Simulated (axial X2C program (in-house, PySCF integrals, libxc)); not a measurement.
## RhF: the levels of the configuration d8 s0

Calculated with an axial X2C code built on PySCF integrals: two-component X2C with atomic mean-field Coulomb and Gaunt terms, basis Rh dyall-v3z, F dyall-av3z (cores contracted in-house). Orbitals come from Hartree–Fock averaged over the configuration Rh d8 s0; CI then distributes these electrons over the d, s shells of Rh.

R = 2.014 Å (near the minimum of the configuration average).

Active spinors (ω > 0):

```csv
shell,ω,ε (eV),character
d,3/2,-9.37,100% Rh d
d,5/2,-9.00,100% Rh d
d,1/2,-8.95,96% Rh d
d,3/2,-8.69,96% Rh d
d,1/2,-8.00,"87% Rh d, 6% Rh s, 4% F p"
s,1/2,-0.39,"66% Rh s, 28% Rh p"
```

Lowest levels of this model:

| Ω | energy (cm⁻¹) | g∥ | μ (D) | configuration |
| --- | --- | --- | --- | --- |
| 2 | 0 | 5.02 | -6.50 | 100% d8 |
| 3 | 108 | 7.90 | -6.45 | 100% d8 |
| 1 | 285 | 1.99 | -6.55 | 100% d8 |
| 0 | 506 | 0.00 | -6.59 | 100% d8 |
| 0 | 2237 | 0.00 | -6.53 | 100% d8 |
| 2 | 2252 | 4.90 | -6.48 | 100% d8 |
| 4 | 2441 | 10.00 | -6.63 | 100% d8 |
| 1 | 2581 | 1.46 | -6.51 | 100% d8 |
| 1 | 3684 | 2.56 | -6.56 | 100% d8 |
| 0 | 3762 | 0.00 | -6.58 | 100% d8 |
| 3 | 4343 | 6.10 | -6.62 | 100% d8 |
| 2 | 5699 | 2.13 | -6.62 | 100% d8 |
| 0 | 8179 | 0.00 | -6.41 | 100% d8 |
| 1 | 10496 | 2.04 | -6.54 | 100% d8 |
| 2 | 12066 | 5.45 | -6.54 | 99% d8 |
| 0 | 13697 | 0.00 | -6.53 | 99% d8 |
| 0 | 13939 | 0.00 | -6.54 | 99% d8 |
| 0 | 17137 | 0.00 | -6.53 | 99% d8 |
| 0 | 18593 | 0.00 | -6.57 | 99% d8 |
| 3 | 20475 | 6.00 | -6.59 | 99% d8 |
| 4 | 22361 | 8.01 | -6.51 | 99% d8 |

g∥ is the magnitude of 2⟨Lz + ge Sz⟩ for the +Ω component. μ is positive if the F end is positive.

**Question.** From Ω and g∥ of the lowest level, whose 2⟨Lz + ge Sz⟩ is positive, find ⟨Sz⟩ and ⟨Lz⟩ (ge = 2.0023).

**Answer.** Ω = ⟨Lz⟩ + ⟨Sz⟩ = 2 and ⟨Lz⟩ + ge⟨Sz⟩ = 2.510, so ⟨Sz⟩ = 0.51 and ⟨Lz⟩ = 1.49.

Occupations of the active spinors in the lowest level by ω, shell by shell in order of energy: -5/2: 0.54; -3/2: 0.90 0.56; -1/2: 0.99 0.46 0.00; 1/2: 0.89 0.65 0.00; 3/2: 1.00 1.00; 5/2: 1.00. The leading determinant has weight 0.44 among 60.

This point took 3.9 s on 1 thread of Intel(R) Xeon(R) Processor @ 2.50GHz (Skylake/Cascade Lake) (shared host).

Dynamic correlation is missing, so gaps between terms are too wide and other configurations may lie lower; the lowest level listed is that of this model, not necessarily the ground state. For d shells the ligand-field splittings (σ, π, δ) and their order can be off by a thousand cm⁻¹ or more. At most 4 roots were kept for each Ω > 0 (twice that for Ω = 0) within 3.2 eV of the lowest, so higher up levels can be missing between those listed; levels with Ω > 0 are doubly degenerate and listed once, Ω = 0 levels singly. States that fill the shells left empty in the average are placed too high.
